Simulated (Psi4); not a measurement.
H₂BrClO₂Sn, singlet, geometry from GFN2-xTB (such geometries of metal compounds can be far from the true shape) (core potentials on Sn).

Psi4 was given this input:
```
memory 2 GB

molecule {
0 1
O    -0.94284700   -1.64378813    1.16364544
Sn    0.21875960   -0.37711841    0.28230839
O     1.55688813   -1.50735638   -0.58770729
Cl    1.18275011    1.01450718    1.80211558
Br   -1.07153576    0.86982438   -1.40794675
H    -0.71386535   -2.55828114    0.98384166
H     2.26055564   -1.06711755   -1.06459496
}

set {
  basis def2-sv(p)
}

energy('pbe0')
print_variables()
```

What does this run give for the number of basis functions, total energy, dipole moment, nuclear repulsion energy?


```yaml
number_of_basis_functions: 108
total_energy: -3399.2187 Eh
dipole_moment: 1.90 D
nuclear_repulsion_energy: 597.2887 Eh
```
